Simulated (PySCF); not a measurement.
A structure optimised at B3LYP-D3(BJ)/def2-SVP, used in a PySCF frequency run:

```xyz
8

Si    -1.3777    -0.5208     0.6087
F     -2.1467    -0.2429    -0.8050
Si     0.9307    -0.6139     0.1886
Cl     1.5421     1.2861    -0.4221
H     -1.6921     0.5918     1.5463
H     -1.8775    -1.8104     1.1658
H      1.2623    -1.5927    -0.8829
H      1.6693    -0.9807     1.4306
```

### Question
Write its SMILES and formula.

### Answer
F[SiH2][SiH2]Cl, ClFH4Si2

### Question
What are its rotational constants (standard atomic weights)?

### Answer
5.8487, 1.6048, 1.3956 GHz
